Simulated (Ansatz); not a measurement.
Energy profile

The step: CH₅N ([CH3][NH2]) + GeH₄ → CH₇GeN ([CH3][NH][GeH3]) + H₂; bonds formed: Ge1–N7, H2–H6; bonds broken: Ge1–H2, H6–N7 (atoms numbered as in the saddle structure below).

| atom | x (Å) | y (Å) | z (Å) |
| --- | --- | --- | --- |
| Ge1 | -1.3915 | 0.3828 | -0.0852 |
| H2 | -0.8735 | -0.4608 | 1.7605 |
| H3 | -1.3026 | 0.7462 | -1.6146 |
| H4 | -1.2923 | 1.7239 | 0.6449 |
| H5 | -2.6731 | -0.4394 | 0.0612 |
| H6 | -0.0658 | -0.8648 | 0.9860 |
| N7 | 0.2917 | -0.6763 | -0.1173 |
| C8 | 1.5207 | 0.1049 | -0.2105 |
| H9 | 0.2758 | -1.4552 | -0.7707 |
| H10 | 1.5570 | 0.7820 | 0.6470 |
| H11 | 1.5545 | 0.6982 | -1.1271 |
| H12 | 2.3993 | -0.5414 | -0.1740 |

Electronic energies by CCSD(T) at an estimated basis limit (MP2 extrapolated from triple and quadruple zeta, plus CCSD(T) − MP2 in triple zeta), on PBE0-D4/def2-TZVP structures; CH₉GeN, closed shell; no counterpoise correction. Program: Ansatz 0.2.0. Basis: def2-TZVPP and def2-QZVPP. Cores are frozen in the correlated methods. Filled d shells of the heavier atoms are correlated. The def2 sets are not built for correlating such inner shells, so the correlated values are less sure here. Extrapolation: Hartree–Fock as exp(−7.88 √X), correlation as X^−2.97.

**Question.** Give the profile in kcal/mol, counted from the separated reactants. (Judge from chemistry; the value comes from the calculation.)

**Answer.** Computed:
| point | kcal/mol |
| --- | --- |
| separated: GeH₄ (Ge1, H2, H3, H4, H5; singlet) + CH₅N (linked as [CH3][NH2]; H6, N7, C8, H9, H10, H11, H12; singlet) | 0.00 |
| start structure | -2.67 |
| saddle | 49.10 |
| end structure | 4.09 |
| separated: CH₇GeN (linked as [CH3][NH][GeH3]; Ge1, H3, H4, H5, N7, C8, H9, H10, H11, H12; singlet) + H₂ (H2, H6; singlet) | 5.01 |

T1 diagnostic: at most 0.013.

For scale, one of the runs: CCSD(T)/def2-TZVPP, 236 basis functions, launched by `ansatz run in.yaml --threads 4 --pin off --events-out ev --progress --plain --max-ram 9574MiB`. Hardware: 4 CPU threads of an Arm Neoverse V2, shared host. Wall time 120 s; peak host memory 4.4 GiB.
